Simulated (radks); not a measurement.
The fluorine ion F+ inside a hard spherical wall (all orbitals vanish at R), configuration held at [He] 2s2 2p4 and not refilled when levels cross. Method: non-relativistic Kohn-Sham, r2SCAN, spin-polarised, spherical densities, point nucleus; open shells are filled with parallel spins first; meta-GGA in the generalised Kohn-Sham scheme; computed with a radial shooting solver on a logarithmic mesh with Libxc functionals. Eigenvalues in eV for spin up, with the zero of energy where the potential of the charges vanishes at infinity; a dash marks a level that is unbound or too diffuse for the functional's potential to be trusted. A positive occupied level is held by the wall or, in an anion where self-interaction has pushed it up, behind a barrier. The pressure on the wall is -dE/dV.

R (bohr)  E (hartree)  kinetic (hartree)    e(1s)    e(2s)    e(2p)  e(3s, empty)  e(3p, empty)  pressure (GPa)
free        -99.05038             98.834  -690.40  -51.098  -30.952             -             -               0
15          -99.05038             98.834  -690.40  -51.098  -30.952             -             -        < 0.0001
8           -99.05038             98.834  -690.40  -51.098  -30.952        -5.253        -2.560        < 0.0001
7           -99.05038             98.834  -690.40  -51.098  -30.951        -4.951        -1.940        0.000171
5           -99.05010             98.838  -690.37  -51.081  -30.933        -2.472         1.869          0.0702
3.5         -99.03481             98.965  -689.62  -50.609  -30.398         7.729        14.055            8.02
2.5         -98.81399            100.226  -683.82  -46.974  -26.221        39.437        45.472             245
2           -98.09329            103.304  -672.28  -38.852  -17.331        89.275        90.245            1600
